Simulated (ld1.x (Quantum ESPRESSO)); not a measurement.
Building the ultrasoft potential for sulfur (PBE, non-relativistic).

S, ultrasoft, made with ld1.x (Quantum ESPRESSO) 7.5 (PBE, non-relativistic). Core [Ne], reference 3s2 3p4. Waves: 3s (bound): rcut 0.90, rcutus 1.20 bohr; 3s channel at -0.55 Ry: rcut 0.90, rcutus 1.20 bohr; 3p (bound): rcut 1.50, rcutus 1.65 bohr; 3p channel at 1.25 Ry: rcut 1.50, rcutus 1.65 bohr. Local part: all-electron potential smoothed inside 1.60 bohr (lloc = -1). Core correction: none. Augmentation charge: built from norm-conserving waves at rcut, not smoothed further.

(1) Estimate the cutoffs (Ry, on a coarse ladder) from which the occupation-weighted sum of valence levels, in a spherical-Bessel basis at the reference potential, stays within 10 and 1 mRy of its value at 400 Ry.

(2) Does the potential have ghost states?

(3) Is the overlap operator S = 1 + Σ q|β⟩⟨β| positive definite (Bessel basis up to 400 Ry)?

(4) Which valence shell sets the plane-wave cutoff?

(5) Tests: 3s2 3p3; 3s2 3p2; 3s2 3p1; 3s1 3p4; 3s1 3p5; 3s2 3p4.3; 3s2 3p3.5. Which has the largest error in its energy relative to the reference configuration, and how large is it?

Results:

(1) 30 Ry and 50 Ry.

(2) Ghost state, extra bound levels that the all-electron valence spectrum of the same l lacks: s at -57.6 eV. A true bound ghost makes a file unfit for plane-wave use.

(3) Yes: its lowest eigenvalue is 0.75 (p channel).

(4) 3s: its level needs 35 Ry to come within 1 mRy, against 21 Ry for 3p.

(5) 3s2 3p1, with +78 meV (all-electron minus pseudo) on +68.13 eV.
